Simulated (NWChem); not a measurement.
System: MoNH$_{3}$S$_{2}$O; SMILES [NH2][Mo]([OH])(=[S])=[S]

Input file for NWChem:

```
start job
memory heap 200 mb stack 900 mb global 1100 mb
geometry units angstroms noautoz
  Mo    -0.267827    -0.026844     0.000000
  S      0.925089     0.239198    -1.750840
  S      0.925089     0.239198     1.750840
  O     -1.700015     1.197871     0.000000
  H     -1.560151     2.163839     0.000000
  N     -0.996338    -1.802654     0.000000
  H     -1.119032    -2.365735    -0.848711
  H     -1.119032    -2.365735     0.848711
end
basis spherical
  * library def2-svp
end
ecp
  Mo library def2-ecp
end
dft
  xc m06-2x
  grid coarse
  iterations 150
  mulliken
end
task dft gradient
```

NWChem printed, in part:

```
             Northwest Computational Chemistry Package (NWChem) 7.3.0
             --------------------------------------------------------

 CS  symmetry detected

                             Geometry "geometry" -> ""
                             -------------------------

 Output coordinates in angstroms (scale by  1.889725989 to convert to a.u.)

  No.       Tag          Charge          X              Y              Z
 ---- ---------------- ---------- -------------- -------------- --------------
    1 Mo                  42.0000    -0.20544173     0.01108715     0.00000000
    2 S                   16.0000     1.01664772    -0.00692118     1.75084000
    3 S                   16.0000     1.01664772    -0.00692118    -1.75084000
    4 O                    8.0000    -1.31437600     1.53468621     0.00000000
    5 H                    1.0000    -0.95419747     2.44183975     0.00000000
    6 N                    7.0000    -1.32610853    -1.54722455     0.00000000
    7 H                    1.0000    -1.57610461    -2.06647014     0.84871100
    8 H                    1.0000    -1.57610461    -2.06647014    -0.84871100

 Effective nuclear repulsion energy (a.u.)     688.3433202379

      Symmetry information
      --------------------

 Group name             Cs
 Group number              2
 Group order               2
 No. of unique centers     6

                                 NWChem DFT Module
                                 -----------------

 Summary of "ao basis" -> "ao basis" (spherical)
 ------------------------------------------------------------------------------
       Tag                 Description            Shells   Functions and Types
 ---------------- ------------------------------  ------  ---------------------
 Mo                         def2-svp                11       31   5s3p2d1f
 S                          def2-svp                 8       18   4s3p1d
 O                          def2-svp                 6       14   3s2p1d
 H                          def2-svp                 3        5   2s1p
 N                          def2-svp                 6       14   3s2p1d

      Symmetry analysis of basis
      --------------------------

        a'         68
        a"         42

            General Information
            -------------------
          SCF calculation type: DFT
          Wavefunction type:  closed shell.
          No. of atoms     :     8
          No. of electrons :    64
           Alpha electrons :    32
            Beta electrons :    32
          Charge           :     0
          Spin multiplicity:     1
          Use of symmetry is: on ; symmetry adaption is: on
          Maximum number of iterations: 150
          AO basis - number of functions:   110
                     number of shells:    48
          Convergence on energy requested:  1.00D-06
          Convergence on density requested:  1.00D-05
          Convergence on gradient requested:  5.00D-04

              XC Information
              --------------
                       M06-2X Method XC Functional
                     Hartree-Fock (Exact) Exchange  0.540
                        M06-2X Exchange Functional  1.000
                      M06-2X Correlation Potential  1.000

             Grid Information
             ----------------
          Grid used for XC integration:  coarse
          Radial quadrature: Mura-Knowles
          Angular quadrature: Lebedev.
          Tag              B.-S. Rad. Rad. Pts. Rad. Cut. Ang. Pts.
          ---              ---------- --------- --------- ---------
          Mo                  1.45      104           8.0       302
          S                   1.00       70          11.0       302
          O                   0.60       35          10.0       302
          H                   0.35       35          11.0       302
          N                   0.65       35          10.0       302
          Grid pruning is: on
          Number of quadrature shells:   314
          Spatial weights used:  Erf1

      Superposition of Atomic Density Guess
      -------------------------------------

 Sum of atomic energies:       -1002.41979732

      Non-variational initial energy
      ------------------------------

 Total energy =    -993.360441
 1-e energy   =   -2053.111924
 2-e energy   =     727.496862
 HOMO         =      -0.316460
 LUMO         =      -0.074591

      Symmetry analysis of molecular orbitals - initial
      -------------------------------------------------

  Numbering of irreducible representations:

     1 a'          2 a"

  Orbital symmetries:

     1 a'          2 a"          3 a'          4 a'          5 a'
     6 a"          7 a'          8 a"          9 a'         10 a'
    11 a"         12 a"         13 a'         14 a'         15 a'
    16 a"         17 a'         18 a'         19 a'         20 a"
    21 a'         22 a"         23 a'         24 a'         25 a"
    26 a'         27 a'         28 a"         29 a'         30 a"
    31 a'         32 a"         33 a"         34 a'         35 a"
    36 a'         37 a'         38 a'         39 a'         40 a"
    41 a'         42 a'

     ---------------------------------------------
      Total Density - Mulliken Population Analysis
     ---------------------------------------------

    Atom       Charge   Shell Charges
 -----------   ------   -------------------------------------------------------
    1 Mo  14    11.75  -0.39  1.55  0.86  0.36  0.05  5.94  0.39  0.19  2.16  0.59  0.05
    2 S   16    16.75   2.00  1.99  1.25  0.65  5.94  1.92  2.96  0.03
    3 S   16    16.75   2.00  1.99  1.25  0.65  5.94  1.92  2.96  0.03
    4 O    8     8.87   1.99  1.11  0.68  3.09  1.99  0.00
    5 H    1     0.62   0.51  0.06  0.06
    6 N    7     7.82   1.99  1.04  0.49  2.56  1.73  0.01
    7 H    1     0.72   0.57  0.11  0.04
    8 H    1     0.72   0.57  0.11  0.04

   convergence    iter        energy       DeltaE   RMS-Dens  Diis-err
 ---------------- ----- ----------------- --------- --------- ---------
 d= 0,ls=0.0,diis     1   -995.5524359577 -1.33D+03  3.88D-02  2.72D+00
 d= 0,ls=0.0,diis     2   -991.8360352409  3.72D+00  3.04D-02  3.18D+01
 d= 0,ls=0.0,diis     3   -995.8991209605 -4.06D+00  4.31D-03  3.43D-01
 d= 0,ls=0.0,diis     4   -995.9183561513 -1.92D-02  1.96D-03  1.36D-01
 d= 0,ls=0.0,diis     5   -995.9341269467 -1.58D-02  3.10D-04  1.56D-03
  Resetting Diis
 d= 0,ls=0.0,diis     6   -995.9342778472 -1.51D-04  1.39D-04  5.93D-04
 d= 0,ls=0.0,diis     7   -995.9343449219 -6.71D-05  1.45D-04  5.60D-05
 d= 0,ls=0.0,diis     8   -995.9343155401  2.94D-05  1.08D-04  3.13D-04
 d= 0,ls=0.0,diis     9   -995.9343539442 -3.84D-05  2.20D-05  1.26D-05
 d= 0,ls=0.0,diis    10   -995.9343555565 -1.61D-06  1.77D-05  9.04D-07
 d= 0,ls=0.0,diis    11   -995.9343559895 -4.33D-07  1.07D-05  1.23D-07
 d= 0,ls=0.0,diis    12   -995.9343560798 -9.03D-08  1.69D-06  1.94D-08

         Total DFT energy =     -995.934356079784
      One electron energy =    -2057.576047553059
           Coulomb energy =      804.886196169915
    Exchange-Corr. energy =      -75.499126629666
 Nuclear repulsion energy =      332.254621933026

 Numeric. integr. density =       63.999902069562

                  Occupations of the irreducible representations
                  ----------------------------------------------

                     irrep           alpha         beta
                     --------     --------     --------
                     a'               20.0         20.0
                     a"               12.0         12.0

                       DFT Final Molecular Orbital Analysis
                       ------------------------------------

 Vector   30  Occ=2.000000D+00  E=-3.422277D-01  Symmetry=a"
              MO Center=  3.1D-01,  2.2D-01, -2.3D-13, r^2= 4.2D+00
   Bfn.  Coefficient  Atom+Function         Bfn.  Coefficient  Atom+Function
  ----- ------------  ---------------      ----- ------------  ---------------
    16      0.354672  1 Mo d -1              43      0.317085  2 S  py
    61     -0.317085  3 S  py                73     -0.279769  4 O  pz
    40      0.239306  2 S  py                58     -0.239306  3 S  py
    76     -0.235223  4 O  pz                37      0.135161  2 S  py
    55     -0.135161  3 S  py                 8      0.097080  1 Mo pz

 Vector   31  Occ=2.000000D+00  E=-3.267850D-01  Symmetry=a'
              MO Center=  4.8D-01, -1.7D-01,  5.1D-13, r^2= 4.7D+00
   Bfn.  Coefficient  Atom+Function         Bfn.  Coefficient  Atom+Function
  ----- ------------  ---------------      ----- ------------  ---------------
    43      0.342860  2 S  py                61      0.342860  3 S  py
    40      0.256024  2 S  py                58      0.256024  3 S  py
    91      0.189760  6 N  py                15      0.166048  1 Mo d -2
    90     -0.151576  6 N  px                94     -0.151360  6 N  py
    93      0.149102  6 N  px                37      0.144530  2 S  py

 Vector   32  Occ=2.000000D+00  E=-2.969324D-01  Symmetry=a"
              MO Center=  8.7D-01,  2.5D-02,  1.8D-13, r^2= 4.6D+00
   Bfn.  Coefficient  Atom+Function         Bfn.  Coefficient  Atom+Function
  ----- ------------  ---------------      ----- ------------  ---------------
    42      0.422152  2 S  px                60     -0.422152  3 S  px
    39      0.292931  2 S  px                57     -0.292931  3 S  px
    36      0.165360  2 S  px                54     -0.165360  3 S  px
    44     -0.163329  2 S  pz                62     -0.163329  3 S  pz
    41     -0.119784  2 S  pz                59     -0.119784  3 S  pz

 Vector   33  Occ=0.000000D+00  E=-7.875031D-02  Symmetry=a"
              MO Center=  2.2D-01, -6.6D-02, -6.9D-15, r^2= 3.3D+00
   Bfn.  Coefficient  Atom+Function         Bfn.  Coefficient  Atom+Function
  ----- ------------  ---------------      ----- ------------  ---------------
    16      0.731382  1 Mo d -1              43     -0.369594  2 S  py
    61      0.369594  3 S  py                21      0.196302  1 Mo d -1
    40     -0.187193  2 S  py                58      0.187193  3 S  py
   102      0.153308  7 H  s                107     -0.153308  8 H  s
    18     -0.140041  1 Mo d  1              44      0.127633  2 S  pz

 Vector   34  Occ=0.000000D+00  E=-6.710880D-02  Symmetry=a'
              MO Center=  2.8D-02, -5.7D-02, -3.0D-14, r^2= 3.1D+00
   Bfn.  Coefficient  Atom+Function         Bfn.  Coefficient  Atom+Function
  ----- ------------  ---------------      ----- ------------  ---------------
    19      0.649461  1 Mo d  2              17     -0.429578  1 Mo d  0
    42     -0.281056  2 S  px                60     -0.281056  3 S  px
    93      0.203199  6 N  px                44      0.185665  2 S  pz
    62     -0.185665  3 S  pz                24      0.175694  1 Mo d  2
    90     -0.167205  6 N  px                83      0.137613  5 H  s

 Vector   35  Occ=0.000000D+00  E=-2.388996D-02  Symmetry=a"
              MO Center=  6.7D-02,  8.6D-02,  1.4D-13, r^2= 3.6D+00
   Bfn.  Coefficient  Atom+Function         Bfn.  Coefficient  Atom+Function
  ----- ------------  ---------------      ----- ------------  ---------------
    18      0.647240  1 Mo d  1              44     -0.487395  2 S  pz
    62     -0.487395  3 S  pz                23      0.414394  1 Mo d  1
    35      0.379195  2 S  s                 53     -0.379195  3 S  s
    16      0.227100  1 Mo d -1               8     -0.211274  1 Mo pz
    76     -0.191210  4 O  pz                41     -0.181672  2 S  pz

     ---------------------------------------------
      Total Density - Mulliken Population Analysis
     ---------------------------------------------

    Atom       Charge   Shell Charges
 -----------   ------   -------------------------------------------------------
    1 Mo  14    13.47  -0.40  1.61  0.83  0.33 -0.01  6.00  0.56  0.26  3.48  0.76  0.07
    2 S   16    16.12   2.00  1.99  1.26  0.64  5.93  1.75  2.51  0.04
    3 S   16    16.12   2.00  1.99  1.26  0.64  5.93  1.75  2.51  0.04
    4 O    8     8.48   1.99  1.06  0.72  2.84  1.85  0.01
    5 H    1     0.75   0.64  0.04  0.07
    6 N    7     7.45   1.99  0.98  0.51  2.41  1.55  0.01
    7 H    1     0.81   0.68  0.08  0.04
    8 H    1     0.81   0.68  0.08  0.04

     -------------------------------------------
      Total Density - Lowdin Population Analysis
     -------------------------------------------

    Atom       Charge   Shell Charges
 -----------   ------   -------------------------------------------------------
    1 Mo  14    14.57   0.00  0.98  0.94  0.36  0.14  5.66  1.04  0.50  3.19  1.67  0.10
    2 S   16    15.76   2.00  1.96  0.97  0.67  5.82  1.86  2.45  0.04
    3 S   16    15.76   2.00  1.96  0.97  0.67  5.82  1.86  2.45  0.04
    4 O    8     8.17   1.97  0.88  0.60  2.70  2.00  0.01
    5 H    1     0.87   0.53  0.16  0.18
    6 N    7     7.09   1.97  0.71  0.43  2.23  1.73  0.02
    7 H    1     0.89   0.57  0.19  0.12
    8 H    1     0.89   0.57  0.19  0.12

     Multipole analysis of the density
     ---------------------------------

     L   x y z        total         alpha         beta         nuclear
     -   - - -        -----         -----         ----         -------
     0   0 0 0     -0.000000    -32.000000    -32.000000     64.000000

     1   1 0 0     -0.805430     -5.837915     -5.837915     10.870400
     1   0 1 0     -0.359203      0.113722      0.113722     -0.586647
     1   0 0 1     -0.000000     -0.000000     -0.000000      0.000000

     2   2 0 0    -47.248335   -140.888164   -140.888164    234.527993
     2   1 1 0      3.749232     -1.968155     -1.968155      7.685542
     2   1 0 1      0.000000      0.000000      0.000000      0.000000
     2   0 2 0    -37.355572   -108.143399   -108.143399    178.931226
     2   0 1 1      0.000000      0.000000      0.000000      0.000000
     2   0 0 2    -47.157999   -201.301449   -201.301449    355.444898

            General Information
            -------------------
          SCF calculation type: DFT
          Wavefunction type:  closed shell.
          No. of atoms     :     8
          No. of electrons :    64
           Alpha electrons :    32
            Beta electrons :    32
          Charge           :     0
          Spin multiplicity:     1
          Use of symmetry is: on ; symmetry adaption is: on
          Maximum number of iterations: 150
          AO basis - number of functions:   110
                     number of shells:    48
          Convergence on energy requested:  1.00D-06
          Convergence on density requested:  1.00D-05
          Convergence on gradient requested:  5.00D-04

              XC Information
              --------------
                       M06-2X Method XC Functional
                     Hartree-Fock (Exact) Exchange  0.540
                        M06-2X Exchange Functional  1.000
                      M06-2X Correlation Potential  1.000

[...]

                         DFT ENERGY GRADIENTS

    atom               coordinates                        gradient
                 x          y          z           x          y          z
   1 Mo     -0.388229   0.020952   0.000000   -0.014191   0.003348   0.000000
   2 S       1.921186  -0.013079   3.308608    0.013029  -0.000251   0.018102
   3 S       1.921186  -0.013079  -3.308608    0.013029  -0.000251  -0.018102
   4 O      -2.483810   2.900136   0.000000   -0.009610  -0.001367   0.000000
   5 H      -1.803172   4.614408   0.000000    0.004236   0.008846   0.000000
   6 N      -2.505982  -2.923830   0.000000   -0.002547  -0.002371   0.000000
   7 H      -2.978406  -3.905062   1.603831   -0.001973  -0.003977   0.005356
   8 H      -2.978406  -3.905062  -1.603831   -0.001973  -0.003977  -0.005356
```

Level: M06-2X/def2-SVP with def2 effective core potentials on Mo. The geometry was optimised at PBE-D3(BJ)/def2-SVP. No frequency run checked for a minimum. def2 effective core potentials on Mo; no spin-orbit coupling.
